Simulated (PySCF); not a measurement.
## Radial density of Fe (iron, neutral)

HSE06, [Ar] 3d5 4s2 4p1, high-spin 7P determinant (an excited configuration). All numbers are calculated (PySCF 2.14, the spin-free X2C one-electron Hamiltonian (Gaussian nucleus), in aug-cc-pVDZ-DK (7s6p4d2f, 59 functions)).

```csv
r (bohr),4πr²ρ (e/bohr),4πr²(ρα − ρβ)
0.00104,0.2285,0.0000
0.00175,0.5763,0.0001
0.00294,1.423,0.0002
0.00494,3.390,0.0004
0.00830,7.598,0.0009
0.0140,15.29,0.0018
0.0235,25.52,0.0032
0.0395,31.43,0.0051
0.0665,26.64,0.0141
0.112,26.22,0.0719
0.188,35.04,0.3850
0.316,19.75,1.7382
0.532,14.26,4.3509
0.895,13.59,4.3174
1.51,3.423,1.6661
2.53,1.340,0.5021
4.26,0.4210,0.1800
7.16,0.02864,0.0220
12.0,0.0002116,0.0002
```

Densities and radii are taken from the X2C orbitals without a picture-change correction, which distorts them close to the nucleus.
